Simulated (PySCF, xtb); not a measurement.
Au₂H₄S₂Si₂, SMILES [S]([SiH2][SiH2][S][Au])[Au], multiplicity 1.

GFN2-xTB in xtb 6.7.1 at its own geometry gives an orbital gap of 2.79 eV and a dipole moment of 0.02 D.

The structure is a stationary point at r2SCAN-D4/def2-SVP. The multiplicity is an assumed one; no other spin state was optimised. The def2 effective core potentials stand for the cores of Au; spin–orbit coupling is left out. The values are those of a single conformer.

What does M06-2X/def2-TZVP (PySCF) give? (Estimate from the structure and the level; the computed values follow.)

gap 5.23 eV (levels -7.79 and -2.56 eV), dipole 0.01 D.
